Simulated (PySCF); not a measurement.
# What a mistake does to a calculation on BC2H8Si cation

All numbers below are calculated, not measured. The program is PySCF 2.14.0, an open-source quantum chemistry code, run on an isolated molecule that a program drew, which may never have been made. The molecule is BC2H8Si cation (charge +1, singlet), drawn as the SMILES string `B[SiH+]CC`.

Each row is a Hartree-Fock (HF) and frozen-core CCSD(T) single point in the cc-pV(D+d)Z basis, meant for a local HF minimum. Run 1 is clean. Each other run has one planted mistake out of seven kinds, and not every kind appears here: one electron removed, one electron added, multiplicity raised by two, geometry at a saddle point, minimal basis STO-3G, one bond length entered in bohr, all coordinates scaled. The reference is restricted for singlets and unrestricted otherwise, and also for a bond in bohr. Adding or removing an electron swaps singlet and doublet. Electrons count all cores. HOMO and LUMO are orbital energies over both spins, the gradient is its largest component, and the lowest frequency (negative if imaginary) is given only where the gradient is small. Bond lengths are over the 11 bonds as drawn. T1 is the CCSD diagnostic: over 0.02 (restricted) or 0.045 (unrestricted) a single reference is doubtful.

Geometry of the clean run:
```xyz
12
BC2H8Si cation, angstrom
B    -0.4224    0.9370    2.0535
Si    0.3742    0.8404    0.1881
C     0.0490   -0.5224   -1.0145
C     0.3963   -0.2484   -2.4888
H     0.1436    0.3932    2.9489
H    -1.4367    1.5413    2.2085
H     1.3105    1.9004   -0.2186
H    -0.9898   -0.8456   -0.8874
H     0.6505   -1.3583   -0.6192
H     1.4428    0.0335   -2.6083
H    -0.2250    0.5454   -2.9043
H     0.2217   -1.1500   -3.0739
```

| run | electrons | basis functions | <S^2> | HOMO (eV) | LUMO (eV) | gradient (hartree/bohr) | lowest frequency (cm^-1) | mean bond (Å) | longest bond (Å) | T1 | HF (hartree) | CCSD(T) (hartree) | mistake |
|---|---|---|---|---|---|---|---|---|---|---|---|---|---|
| 1 | 38 | 105 | 0.000 | -16.83 | -4.95 | 1.6e-05 | 31 | 1.3398 | 2.031 | 0.0109 | -393.71536 | -394.23668 | no fault |
| 2 | 37 | 105 | 0.804 | -22.85 | -14.58 | 7.6e-02 | - | 1.3398 | 2.031 | 0.0249 | -393.13662 | -393.64212 | one electron removed |
| 3 | 38 | 105 | 0.000 | -17.07 | -4.86 | 2.9e-02 | - | 1.2929 | 1.960 | 0.0107 | -393.70201 | -394.21777 | ? |
| 4 | 38 | 105 | 0.723 | -15.96 | -5.31 | 2.9e-02 | - | 1.4290 | 2.084 | 0.0521 | -393.59776 | -394.11615 | ? |

**Which mistake was planted in run 3, and what did it cost?**

The mean and the longest bond both change by the same factor, 0.965, and the gradient is no longer small. So the mistake is: all coordinates scaled. Subtracting run 1 and multiplying by 627.51 kcal/mol a hartree, the energy moved by 8.4 kcal/mol in HF and 11.9 kcal/mol in CCSD(T).

**Which mistake was planted in run 4, and what did it cost?**

The mean bond changes by a factor of 1.067 and the longest by 1.026, so the molecule wasn't scaled as a whole. A length L in bohr read as angstrom grows by (1/0.5292 - 1) L = 0.890 L. The 11 bonds together grew by 11 x 0.0892 = 0.981 Å, which gives L = 1.103 Å. That is the length of one of the C-H bonds, 1.103 Å in the clean geometry. So the mistake is: one bond length entered in bohr. Subtracting run 1 and multiplying by 627.51 kcal/mol a hartree, the energy moved by 73.8 kcal/mol in HF and 75.6 kcal/mol in CCSD(T).

Cautions from the logs. Run 4: T1 is over the limit, so its CCSD(T) energy is less reliable.
